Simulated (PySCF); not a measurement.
**Electronic absorption of C7H11OP**

Compound: C₇H₁₁OP.
SMILES: `C=C[P@]1(=O)CC=C(C)C1`

Level of theory: TDDFT B3LYP/def2-SVPD, vertical, gas phase, core orbitals frozen in the response in PySCF 2.14.0, density-fitted response routines. Isolated species at its PBE0-D3(BJ)/def2-SVP geometry (one conformer only).

| state | E (eV) | E (kJ/mol) | λ (nm) | f | main configurations (H = HOMO, L = LUMO) |
| --- | --- | --- | --- | --- | --- |
| S1 | 5.32 | 514 | 232.9 | 0.0010 | H→L (80%), H-2→L (19%) |
| S2 | 5.48 | 529 | 226.1 | 0.023 | H-1→L (99%) |
| S3 | 5.57 | 538 | 222.4 | 0.0008 | H-2→L (80%), H→L (19%) |
| S4 | 6.11 | 589 | 203.1 | 0.0066 | H-1→L+1 (98%) |
| S5 | 6.30 | 608 | 196.8 | 0.019 | H-2→L+1 (60%), H→L+1 (25%), H→L+2 (12%) |
| S6 | 6.33 | 611 | 195.8 | 0.0015 | H→L+2 (84%), H-2→L+1 (11%) |
| S7 | 6.64 | 640 | 186.8 | 0.084 | H→L+1 (44%), H-1→L+2 (22%), H-2→L+1 (22%) |
| S8 | 6.76 | 652 | 183.4 | 0.110 | H-1→L+2 (68%), H→L+1 (16%) |
| S9 | 6.86 | 662 | 180.7 | 0.013 | H-2→L+2 (47%), H→L+3 (35%), H-2→L+3 (10%) |
| S10 | 6.93 | 668 | 179.0 | 0.128 | H-3→L+1 (54%), H-3→L (38%) |

Triplets, Tamm–Dancoff:

```tsv
state	E (eV)	λ (nm)	main configurations (H = HOMO, L = LUMO)
T1	4.18	296.3	H→L+1 (79%), H→L (13%)
T2	4.34	285.8	H-3→L (91%)
T3	5.21	237.8	H-2→L (48%), H→L (44%)
T4	5.35	231.6	H-1→L (97%)
```

The lowest singlet comes at 233 nm (514 kJ/mol) in the ultraviolet; it is very weak; its leading configuration is HOMO→LUMO (80%). The most intense listed level is S10 at 6.93 eV (179 nm, f = 0.128), 1.60 eV above S1. It is the last of those listed, so stronger ones may follow. Löwdin shares by element: HOMO carbon 72% or more (atoms not listed hold the other 28%); LUMO carbon 66% or more, phosphorus 6%, hydrogen 5% or more (atoms not listed hold the other 22%). Weighted by f, the mean energy of these states is 6.67 eV. The listed states span 1.60 eV, and the widest gap between neighbours is 0.53 eV (S3 to S4). Of the 10 states listed, 6 reach f = 0.01 and none stays under 0.0005. The vertical ionisation energy (ΔSCF) is 8.99 eV, 2.06 eV above S10. The window holds the lowest 10 singlets.
